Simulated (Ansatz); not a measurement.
Wavefunction ladder for F$_{3}$H$_{3}$SSi$_{2}$ (`F[SiH2]S[SiH](F)F`)

Z-matrix (Å, degrees):
```
Si
S 1 2.135
F 1 1.592 2 110.4
H 1 1.476 2 106.3 3 116.8
H 1 1.477 2 110.5 3 -119.7
Si 2 2.107 1 98.8 3 91.0
F 6 1.584 2 111.1 1 72.3
F 6 1.585 2 110.7 1 -45.1
H 6 1.469 2 110.0 1 -166.9
```

The species carries charge 0 and has multiplicity 1. Geometry: relaxed with PBE0-D4/def2-TZVP. It is one conformer, not always the lowest. Frozen core, restricted reference, Ansatz 0.2.0. CBS rows extrapolate triple and quadruple zeta; past MP2 they add the triple-zeta difference.

| basis | HF (Eh) | MP2 corr. | CCSD corr. | (T) | CCSD(T) total |
| --- | --- | --- | --- | --- | --- |
| def2-SVP | -1275.14926 | -0.86834 | -0.90800 | -0.01742 | -1276.07468 |
| def2-TZVPP | -1275.90445 | ? | -1.19050 | ? | ? |
| def2-QZVPP | -1275.94908 | -1.26497 | – | – | – |
| CBS(def2) | -1275.95523 | ? | ? | as TZ | ? |

Fill in the withheld values. (An estimate is asked.)

Computed: def2-TZVPP MP2 corr.: -1.15575; def2-TZVPP (T): -0.03955; def2-TZVPP CCSD(T) total: -1277.13450; CBS(def2) MP2 corr.: -1.34588; CBS(def2) CCSD corr.: -1.38062; CBS(def2) CCSD(T) total: -1277.37540.
